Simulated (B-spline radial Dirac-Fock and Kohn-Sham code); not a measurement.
Z = 67 (holmium), transition energy 430 keV. These are calculated numbers from a radial finite-basis atomic code; the model is a Dirac-Hartree-Slater potential of the neutral atom with a Latter tail (no hole, which puts coefficients of high multipoles low close above an edge), finite nucleus with surface currents. Subshells that would emit electrons below 1 keV are left out.

Problem. A pure transition shows α(K) = 0.0403, L1/L2 = 14.1 and L1/L3 = 95.1. What is its multipolarity?
A. E1
B. E2
C. M2
D. E3
E. M4
F. M1
G. M3
H. E4

Solution. F. For comparison, α(K), L1/L2, L1/L3 are E1 0.00642, 11.6, 11.5; E2 0.0186, 2.10, 3.70; E3 0.0498, 0.704, 1.73; E4 0.131, 0.364, 1.04; M2 0.133, 8.96, 25.9; M3 0.370, 6.08, 7.01; M4 1.01, 4.49, 3.07.
